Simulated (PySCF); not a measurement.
C2H3BF2O, SMILES FC(B(F)O)=C. Geometry optimised at B3LYP-D3(BJ)/def2-SVP. This is a generated structure with no PubChem entry under its InChIKey; it may be hypothetical. The values are those of a single conformer.

The numbers are results of PySCF with B3LYP-D3(BJ)/def2-SVP, not measurements.

Harmonic wavenumbers (cm⁻¹): 82, 176, 334, 341, 447, 513, 612, 706, 728, 763, 926, 936, 1009, 1195, 1359, 1415, 1490, 1720, 3160, 3268, 3827. Rotational constants (GHz): 5.203, 3.103, 1.944; symmetry number 1.

Question: Work out the zero-point energy and the ideal-gas rigid-rotor harmonic-oscillator thermochemistry at 298.15 K and 1 atm.

Answer: ZPE = ½ Σ hcν = ½ × 25007 cm⁻¹ = 35.75 kcal/mol. H − E(el) = 40.14 kcal/mol. Entropy in cal/(mol K): translation 39.46, rotation 26.73, vibration 11.78, total 77.97. G − E(el) = 16.90 kcal/mol. Cp = 22.71 cal/(mol K). Modes under 150 cm⁻¹ make the vibrational entropy uncertain.
